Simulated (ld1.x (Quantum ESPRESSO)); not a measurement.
## An all-electron radial function and its pseudo partner (Ne)

Columns: radius, all-electron u(r) and pseudo u(r) of the 2p shell (level -32.28 eV) of neon in the configuration [He] 2s2 2p5; PBE, scalar-relativistic, PAW scheme, ld1.x (Quantum ESPRESSO) 7.5.

```csv
r (bohr),all-electron,pseudo
0.088,0.1569,0.0145
0.175,0.4212,0.0560
0.262,0.6583,0.1210
0.350,0.8341,0.2049
0.438,0.9453,0.2999
0.525,1.0007,0.3969
0.612,1.0145,0.4893
0.700,0.9981,0.5711
0.788,0.9612,0.6358
0.875,0.9120,0.6793
0.962,0.8556,0.7010
1.050,0.7950,0.7017
1.138,0.7336,0.6833
1.225,0.6738,0.6505
1.312,0.6162,0.6076
1.400,0.5610,0.5589
1.487,0.5096,0.5095
1.575,0.4614,0.4614
1.662,0.4172,0.4172
1.750,0.3762,0.3762
1.838,0.3387,0.3387
1.925,0.3049,0.3049
2.012,0.2741,0.2741
2.100,0.2459,0.2459
2.188,0.2203,0.2203
2.275,0.1974,0.1974
```

**Question.** How many radial nodes do the two functions have?

**Answer.** The all-electron 2p function has n − l − 1 = 0; the pseudo-wave has 0.

**Question.** At about which radius was the pseudo-wave matched?

**Answer.** 1.65 bohr. The columns agree to 0.0005 from 1.49 bohr on; several derivatives are matched, so the curves merge somewhat inside the radius.

**Question.** Is the pseudo-wave norm-conserving?

**Answer.** No, it belongs to a PAW set: the norm inside the radius is not constrained, and the difference is carried by the augmentation charge.
